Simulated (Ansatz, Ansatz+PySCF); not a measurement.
| atom | x (Å) | y (Å) | z (Å) |
| --- | --- | --- | --- |
| S | 0.0000 | 0.0000 | -0.0957 |
| H | 0.0000 | 0.8938 | 0.7656 |
| H | 0.0000 | -0.8938 | 0.7656 |

Basis set: def2-SVP (spherical functions). Frozen core: 5 orbitals. Charge 0, multiplicity 1.

Computed with Ansatz (development build ahead of 0.2.0); each method stands on the lowest determinant of its kind that the runs found. Restricted open shells among the atoms or ions are ROHF, correlated in semicanonical orbitals with singles.

**Question.** Give the atomization energy at this shape (free ground-state atoms in the same class of orbitals less the molecule, no zero-point energy) of singlet H₂S by RHF-CCSD(T), RHF-MP2, RHF, UHF.

**Answer.**

```tsv
method	atomization energy
RHF-CCSD(T)	6.97 eV
RHF-MP2	6.80 eV
RHF	5.30 eV
UHF	5.19 eV
```

Caution: the shape is not the minimum.
